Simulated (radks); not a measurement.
Results of a calculation; reference values are marked as such.
Pt II, configuration [Kr] 4d10 4f14 5p6 5d9 6d2 (not the ground configuration). Level of theory: scalar-relativistic Kohn-Sham, exchange-only PBE, spin-polarised, spherical densities, point nucleus; open shells are filled with parallel spins first (spin-orbit coupling, left out, can overturn this in heavy ions) (a radial shooting solver on a logarithmic mesh with Libxc functionals).

Local quantities along the radius. ELF = 1/(1 + alpha^2) is the electron localisation function; alpha = (tau - tau_W)/tau_unif compares the Pauli kinetic energy density with that of the uniform gas (summed over spins); r v_xc is r times the local exchange-correlation potential of spin up (hartree bohr); s = |grad rho|/(2 (3 pi^2)^(1/3) rho^(4/3)) is the reduced gradient. tau is taken from the large components.

| r (bohr) | ELF | alpha | r v_xc | s |
|---|---|---|---|---|
| 0.001216 | 0.999 | 0.02400 | -0.1533 | 0.8203 |
| 0.001427 | 0.999 | 0.02529 | -0.1656 | 0.7642 |
| 0.001688 | 0.999 | 0.02704 | -0.1808 | 0.7156 |
| 0.001981 | 0.999 | 0.02919 | -0.1976 | 0.6780 |
| 0.002324 | 0.999 | 0.03198 | -0.2168 | 0.6481 |
| 0.002728 | 0.999 | 0.03561 | -0.2383 | 0.6254 |
| 0.003201 | 0.998 | 0.04040 | -0.2620 | 0.6094 |
| 0.003756 | 0.998 | 0.04682 | -0.2879 | 0.5998 |
| 0.004408 | 0.997 | 0.05560 | -0.3156 | 0.5966 |
| 0.005173 | 0.995 | 0.06787 | -0.3448 | 0.5995 |
| 0.006071 | 0.993 | 0.08547 | -0.3747 | 0.6088 |
| 0.007124 | 0.988 | 0.1114 | -0.4046 | 0.6245 |
| 0.008427 | 0.977 | 0.1533 | -0.4348 | 0.6474 |
| 0.00989 | 0.955 | 0.2164 | -0.4612 | 0.6743 |
| 0.01161 | 0.909 | 0.3171 | -0.4841 | 0.7027 |
| 0.01362 | 0.814 | 0.4773 | -0.5027 | 0.7251 |
| 0.01598 | 0.658 | 0.7202 | -0.5172 | 0.7271 |
| 0.01876 | 0.481 | 1.038 | -0.5288 | 0.6873 |
| 0.02201 | 0.362 | 1.329 | -0.5410 | 0.5905 |
| 0.02583 | 0.335 | 1.409 | -0.5662 | 0.4548 |
| 0.03031 | 0.402 | 1.218 | -0.6210 | 0.3368 |
| 0.03557 | 0.538 | 0.9261 | -0.6994 | 0.2830 |
| 0.04174 | 0.670 | 0.7020 | -0.7798 | 0.2942 |
| 0.04938 | 0.738 | 0.5960 | -0.8478 | 0.3501 |
| 0.05794 | 0.719 | 0.6250 | -0.8871 | 0.4196 |
| 0.068 | 0.606 | 0.8069 | -0.8988 | 0.4737 |
| 0.0798 | 0.435 | 1.139 | -0.8934 | 0.4618 |
| 0.09364 | 0.348 | 1.367 | -0.9053 | 0.3521 |
| 0.1099 | 0.419 | 1.177 | -0.9861 | 0.2335 |
| 0.129 | 0.590 | 0.8339 | -1.108 | 0.2186 |
| 0.1513 | 0.705 | 0.6462 | -1.196 | 0.2962 |
| 0.1776 | 0.691 | 0.6691 | -1.211 | 0.4142 |
| 0.2084 | 0.508 | 0.9837 | -1.155 | 0.5044 |
| 0.2465 | 0.293 | 1.555 | -1.079 | 0.4172 |
| 0.2893 | 0.334 | 1.411 | -1.140 | 0.2035 |
| 0.3395 | 0.564 | 0.8786 | -1.316 | 0.1619 |
| 0.3984 | 0.707 | 0.6436 | -1.425 | 0.2599 |
| 0.4675 | 0.706 | 0.6458 | -1.422 | 0.3997 |
| 0.5487 | 0.579 | 0.8535 | -1.321 | 0.5449 |
| 0.6439 | 0.368 | 1.309 | -1.179 | 0.6253 |
| 0.7556 | 0.267 | 1.658 | -1.082 | 0.5371 |
| 0.8867 | 0.360 | 1.334 | -1.104 | 0.4042 |
| 1.041 | 0.537 | 0.9286 | -1.160 | 0.4113 |
| 1.221 | 0.612 | 0.7969 | -1.154 | 0.5227 |
| 1.444 | 0.565 | 0.8783 | -1.076 | 0.6999 |
| 1.695 | 0.435 | 1.140 | -0.9504 | 0.9282 |
| 1.989 | 0.259 | 1.689 | -0.8045 | 1.237 |
| 2.334 | 0.101 | 2.976 | -0.6928 | 1.601 |
| 2.739 | 0.031 | 5.563 | -0.6232 | 1.693 |
| 3.215 | 0.032 | 5.466 | -0.4972 | 1.001 |
| 3.772 | 0.097 | 3.046 | -0.6996 | 0.4912 |
| 4.427 | 0.178 | 2.148 | -0.7834 | 0.6412 |
| 5.195 | 0.197 | 2.021 | -0.7464 | 1.028 |
| 6.097 | 0.156 | 2.325 | -0.6451 | 1.573 |
| 7.212 | 0.087 | 3.243 | -0.5430 | 2.434 |
| 8.463 | 0.035 | 5.286 | -0.4996 | 3.857 |
| 9.932 | 0.009 | 10.45 | -0.4544 | 6.728 |
| 11.65 | 0.001 | 26.34 | -0.3326 | 13.25 |
| 13.68 | 0.000 | 88.45 | -0.1906 | 29.61 |

On this mesh the ELF has minima near r = 0.026, 0.094, 0.25, 0.76, 2.7 bohr, which separate the shells, and maxima near 0.049 (0.74), 0.15 (0.71), 0.40 (0.71), 1.2 (0.61), 5.2 (0.20).
